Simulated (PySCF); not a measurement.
Sn(H)2(OH)(OMe) (CH₆O₂Sn), SMILES C[O][SnH2][OH].

Geometry optimised at B3LYP-D3(BJ)/def2-SVP. The structure was generated by enumeration; whether it is a known compound was not checked. The def2 effective core potentials stand for the cores of Sn; spin–orbit coupling is left out. One conformer was computed; it need not be the lowest.

These are PBE/def2-TZVP (PySCF) values and carry that method's errors.

Isolated molecule, no solvent.

### Question
Estimate the frontier levels, gap, dipole moment and polarisability. (Estimate from the structure and the level; the computed values follow.)

### Answer

```
Property                                                                                                        Value
---------------------------------------------------------------------------------------------  ----------------------
highest occupied level                                                                                       -6.10 eV
lowest empty level                                                                                           -1.50 eV
orbital gap                                                                                                   4.60 eV
dipole moment                                                                                               0.138 e·Å
quadrupole, principal values (traceless, Buckingham form, about the centre of nuclear charge)  -10.06, 4.19, 5.87 D·Å
mean static polarisability                                                                       61.0 bohr³ (9.03 Å³)
polarisability, principal values                                                               56.3, 57.3, 69.3 bohr³
```
